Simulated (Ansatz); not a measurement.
Coupled-cluster diagnostics for B4N3, Ansatz.

Geometry of the doublet (PBE-D4/def2-SVP):

```xyz
7

B    -0.245    0.251   -0.090
B     1.535   -1.575    0.576
B    -1.616    1.096   -1.837
B    -1.517    2.118    0.660
N    -1.207    1.239   -0.452
N     2.435   -2.497    0.912
N     0.616   -0.632    0.232
```

Correlated methods freeze 7 core orbitals. Another isomer (doublet) lies 5.46 eV lower at PBE0-D4/def2-TZVP; other spin states weren't run for this one.

(1) Estimate the CCSD(T) correlation energy, the shares of MP2 and (T), T1 and the reference's ⟨S²⟩ for: charge 0, doublet, own geometry in def2-SVP; and the rough time on 4 threads of AMD EPYC 9R45 on a shared host.

## Answers

(1) 
| state | basis | correlation (eV) | MP2 share (%) | (T) share (%) | T1 | ⟨S²⟩ (pure) | wall time | remarks |
| --- | --- | --- | --- | --- | --- | --- | --- | --- |
| charge 0, doublet, own geometry | def2-SVP | -20.912 | 86.6 | 4.2 | 0.070 | 1.44 (0.75) | 8 s | large T1, spin-contaminated |
Customary marks for T1 are 0.02 (closed shells), 0.045 (open shells) and about 0.05 (3d metals). T1 exceeds 0.02 in 1 of 1 rows and 0.045 in 1; the higher it lies, the less the single-reference result can be trusted.
